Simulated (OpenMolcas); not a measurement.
W3+ (d3) among equal point charges was computed by CASSCF with the d shell active (OpenMolcas, ANO-RCC-VDZP on the metal). Its lowest spin-free states, and all those of the highest spin:

| 2S+1 | Degeneracy | E (cm-1) |
| --- | --- | --- |
| 4 | 1 | 0.0 |
| 4 | 2 | 9938 |
| 4 | 1 | 12105 |
| 2 | 2 | 12222 |
| 2 | 1 | 13180 |
| 2 | 1 | 13288 |
| 2 | 1 | 13513 |
| 4 | 1 | 15248 |
| 2 | 1 | 18885 |
| 2 | 2 | 19661 |
| 4 | 2 | 22520 |
| 2 | 1 | 22962 |
| 4 | 2 | 30507 |
| 4 | 1 | 31687 |

Problem. Is the site octahedral, tetrahedral or cube-like, axial, or of lower symmetry?

Solution. The states with 2S+1 = 4 have orbital degeneracies 1, 2, 1, 1, 2, 2, 1. There are pairs but no triples, so the site is axial: not cubic, but with a proper or improper axis of order three or more. The run had W3+ among 6 point charges of -1.36 e arranged as a tetragonal octahedron (D4h), 1.93 Å from the ion, with the axial distance 2.219 Å.

Without dynamic correlation the repulsion within the d shell is too large (B by tens of per cent), so at a given field states of lower spin stand too high. Point charges carry no covalency, so the field is a model and not that of real ligands. No measured value stands beside these numbers.
